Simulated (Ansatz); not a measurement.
System: sum formula SiHBr2 (charge 0, doublet). It need not be the lowest isomer of its formula. SMILES: [SiH](Br)Br
Geometry from a B3LYP-D3(BJ)/def2-TZVP (Ansatz, a first-principles code) optimisation:
```
Si
H 1 1.4868
Br 1 2.2332 2 107.40
Br 1 2.2332 2 107.40 3 119.68
```
Charge 0, spin multiplicity 2.

Property: atomisation energy (electronic, to ground-state atoms), in eV. Correlated levels leave the core frozen unless marked. Open shells are spin-unrestricted. No spin-orbit coupling. The frozen core is the preceding noble-gas configuration, with the filled d and f shells of earlier blocks. Non-relativistic. The coupled-cluster limit lacks core correlation, which all-electron functionals hold. Basis-set limits of correlation are two-point, X^-3; Hartree-Fock from the larger set.

| level | program | atomisation energy (eV) | minus last row |
|---|---|---|---|
| BHLYP-D3(BJ)/def2-TZVPD | Ansatz + dftd3 | 9.82 | -0.27 |
| B2GP-PLYP/def2-TZVPD | Ansatz | 9.83 | -0.26 |
| RPA@PBE/def2-QZVPP | Ansatz | 9.02 | -1.07 |
| MP2/6-31G | Ansatz | 6.47 | -3.62 |
| MP2/def2-TZVPP | Ansatz | 9.92 | -0.17 |
| MP2/def2-TZVPPD | Ansatz | 9.95 | -0.14 |
| CCSD(T)/CBS(def2-TZVPPD,def2-QZVPPD) | Ansatz | 10.09 | 0.00 |
